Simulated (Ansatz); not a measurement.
Method: frozen-core CCSD(T)/cc-pVDZ // PBE-D3(BJ)/def2-SVP (Ansatz, a first-principles code). The restricted HF reference is unstable towards unrestricted orbitals.

Ansatz 0.2 input:
```yaml
crystal:
  periodic: [false, false, false]
  atoms:
    - { symbol: Si, position_ang: [-1.754444, -2.402956, -0.224711] }
    - { symbol: C, position_ang: [-1.106899, -0.622528, -0.265141] }
    - { symbol: C, position_ang: [-1.950351, 0.401486, -0.674065] }
    - { symbol: C, position_ang: [-1.460713, 1.748651, -0.704738] }
    - { symbol: S, position_ang: [-2.593171, 3.011376, -1.238327] }
    - { symbol: N, position_ang: [-0.233219, 2.091506, -0.362744] }
    - { symbol: C, position_ang: [0.625277, 1.109165, 0.045188] }
    - { symbol: C, position_ang: [1.950635, 1.479227, 0.414477] }
    - { symbol: C, position_ang: [2.860624, 0.519856, 0.835579] }
    - { symbol: C, position_ang: [2.484253, -0.846856, 0.904917] }
    - { symbol: C, position_ang: [1.198409, -1.235454, 0.550712] }
    - { symbol: C, position_ang: [0.238698, -0.279844, 0.114354] }
    - { symbol: H, position_ang: [-3.185513, -2.382439, -0.681461] }
    - { symbol: H, position_ang: [-0.949841, -3.289847, -1.13579] }
    - { symbol: H, position_ang: [-1.680008, -2.97202, 1.166206] }
    - { symbol: H, position_ang: [-2.98972, 0.197743, -0.975618] }
    - { symbol: H, position_ang: [-1.677121, 4.007919, -1.085368] }
    - { symbol: H, position_ang: [2.21338, 2.544965, 0.350668] }
    - { symbol: H, position_ang: [3.881741, 0.817988, 1.118307] }
    - { symbol: H, position_ang: [3.213541, -1.599348, 1.240127] }
    - { symbol: H, position_ang: [0.914441, -2.298591, 0.607427] }
basis:
  gaussian: { orbitals: cc-pVDZ }
correlation:
  method: ccsd_t
```

Output:

```
Functional definition: HF
2091 factors; integrals over basis functions are off by at most 1.0e-3 eV
mean field evaluation 1: about -29572.3108 eV, gradient 4.0e1 eV
mean field evaluation 2: about -29572.8585 eV, gradient 4.0e1 eV
mean field evaluation 4: about -29578.5094 eV, gradient 7.4e0 eV
mean field evaluation 8: about -29578.6818 eV, gradient 4.6e-1 eV
mean field evaluation 16: about -29578.6843 eV, gradient 1.7e-6 eV
mean field evaluation 32: about -29568.7048 eV, gradient 5.1e0 eV
mean field -29578.68425367 eV, -1086.9965971702 hartree, gradient 1.7e-6 eV, S^2 0.000000; 0 other end points of the search recorded, 0 dependent functions left out; unrestricted orbitals would lower it
20 core orbitals not correlated
reference -29578.68425367 eV, -1086.9965971702 hartree; 30, 30 occupied and 171, 171 virtual orbitals, 2091 factors
second order -42.60153376 eV of doubles, -0.00000000 eV of singles
cycle   1  -42.72401307 eV  change   -1.2e-1 eV  update   1.8e-1
cycle   2  -44.09914440 eV  change    -1.4e0 eV  update   6.0e-2
cycle   3  -44.42450054 eV  change   -3.3e-1 eV  update   2.7e-2
cycle   4  -44.42640269 eV  change   -1.9e-3 eV  update   8.3e-3
cycle   5  -44.42687588 eV  change   -4.7e-4 eV  update   4.3e-3
cycle   6  -44.42899189 eV  change   -2.1e-3 eV  update   1.3e-3
cycle   7  -44.42828553 eV  change    7.1e-4 eV  update   6.1e-4
cycle   8  -44.42815025 eV  change    1.4e-4 eV  update   2.3e-4
cycle   9  -44.42822849 eV  change   -7.8e-5 eV  update   1.1e-4
cycle  10  -44.42822222 eV  change    6.3e-6 eV  update   4.0e-5
perturbative correction -2.08655483 eV, -0.0766794757 hartree
Total energy: -29625.19903072 eV, -1088.7059836979 hartree
```

Cost: very roughly 22 core-minutes.
